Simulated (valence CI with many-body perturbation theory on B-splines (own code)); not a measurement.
## Missing levels of Lu39+

Level of theory: relativistic CI+MBPT: four valence electrons over a frozen Dirac-Fock core [Ar] 3d10, radial functions for each j: 11 s, 11 p, 9 d, 7 f, 5 g, 2 h, 1 i, with the one-electron correlation potential Σ1, the two-electron term Σ2, the three-electron term Σ3, Breit, model QED; selected CI, second order for the rest (own B-spline code, finite nucleus).

The last digits are not significant, and no measured levels were compared; by estimate large intervals hold to a few tenths of a per cent, small ones and those within an open d or f shell to about a per cent.

| Level | E (eV) |
| --- | --- |
| (4s^2 4p1/2^2) J=0 | 0.00 |
| (4s^2 4p1/2 4p3/2) J=1 | 72.58 |
| (4s^2 4p1/2 4p3/2) J=2 | ? |
| (4s^2 4p3/2^2) J=2 | 152.23 |
| (4s^2 4p3/2^2) J=0 | 160.99 |
| (4s 4p1/2^2 4p3/2) J=2 | 161.11 |
| (4s 4p1/2^2 4p3/2) J=1 | 174.90 |
| (4s^2 4p1/2 4d3/2) J=2 | ? |
| (4s 4p1/2 4p3/2^2) J=2 [a] | 226.64 |
| (4s^2 4p1/2 4d3/2) J=1 | 231.78 |
| (4s 4p1/2 4p3/2^2) J=3 | 233.46 |
| (4s^2 4p1/2 4d5/2) J=2 | ? |
| (4s 4p1/2 4p3/2^2) J=0 | 245.19 |
| (4s^2 4p1/2 4d5/2) J=3 | 246.41 |
| (4s 4p1/2 4p3/2^2) J=1 [a] | 251.64 |
| (4s 4p1/2 4p3/2^2) J=2 [b] | 254.74 |
| (4s 4p1/2 4p3/2^2) J=1 [b] | 256.00 |
| (4s^2 4p3/2 4d3/2) J=2 | ? |
| (4s^2 4p3/2 4d3/2) J=1 | ? |
| (4s^2 4p3/2 4d3/2) J=0 | ? |

Levels are named by their leading jj configuration (3d3/2^4 stands for four electrons in 3d with j = 3/2), which in mixed levels can hold well under half, so a name can repeat and another be missing. Letters in brackets count levels of one name in rising energy.

Task: The levels stand in rising order. What does the calculation give for the missing energies?

Result: (4s^2 4p1/2 4p3/2) J=2 76.61; (4s^2 4p1/2 4d3/2) J=2 215.08; (4s^2 4p1/2 4d5/2) J=2 244.89; (4s^2 4p3/2 4d3/2) J=2 302.81; (4s^2 4p3/2 4d3/2) J=1 303.67; (4s^2 4p3/2 4d3/2) J=0 304.80.
